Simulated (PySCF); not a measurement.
# OsF₄, singlet: data card

Level of theory: PBE0/[Os def2-SVP with ECP60, F def2-SVP], scalar-relativistic core potentials, density fitting, no spin–orbit coupling, PySCF.

The structure is a saddle point with 1 imaginary mode.

Coordinates in bohr (charge 0 multiplicity 1):
```
Os   -0.0547   -0.0547    0.0000
F     0.4503    3.0899   -1.5001
F     0.0775   -3.0650   -1.7495
F     3.0898    0.4505    1.5001
F    -3.0650    0.0773    1.7495
```

```
Point group                                                                   : C2
Bond lengths                                                                  : Os–F 1.844 Å (×2), Os–F 1.863 Å (×2)
Bond angles                                                                   : F–Os–F 85.7°, F–Os–F 107.7° (×2), F–Os–F 108.5°, F–Os–F 123.5° (×2)
Highest occupied level                                                        : -7.69 eV
Principal polarisabilities                                                    : 28.8, 32.2, 33.8 bohr³
Dipole moment                                                                 : 1.19 D
Principal quadrupole moments (Buckingham, traceless) about the centre of mass : -2.19, -0.33, 2.52 D Å
Lowest empty level                                                            : -4.13 eV
Rotational constants                                                          : 0.1154, 0.1007, 0.08115 cm⁻¹
Zero-point energy (real modes)                                                : 19.6 kJ/mol
Atomisation energy without zero-point energy                                  : 1559 kJ/mol
```

Harmonic modes (masses in u: Os 191.961, F 18.998):
```csv
symmetry,ω (cm⁻¹),IR (km/mol),μ (u)
b,41i,–,22.66
a,44,0.6,19.10
a,117,4.3,19.71
b,147,16.3,23.34
a,155,13.3,20.76
b,675,72.6,20.33
b,699,105,21.00
a,713,108,21.70
a,722,0.3,19.08
```

In C2 the vibrations span 4b + 5a.

Charges (e):
```
atom  Mulliken  Löwdin  polar tensor  Mayer order to Os1
 Os1      1.28    0.53          2.26                   –
F2,4     -0.32   -0.14         -0.55                1.02
F3,5     -0.32   -0.12         -0.58                1.04
```

Mulliken populations on Os1 (electrons outside its core potential): s 2.46, p 6.33, d 5.83, f 0.11.

Outer orbital energies (eV). occupied: -13.05, -13.01, -12.97, -12.51, -12.32, -11.77, -8.10, -7.69; empty: -4.13, -3.84, -2.66, -0.77.

Stability towards spin polarisation was not tested. This need not be the most stable arrangement of these atoms. At this level a quintet minimum of D4h symmetry lies 132 kJ/mol below this structure. No spin–orbit coupling is included, which matters more the heavier the element.

The final relaxation and frequency run took of the order of 2.1 core-minutes on a shared host.
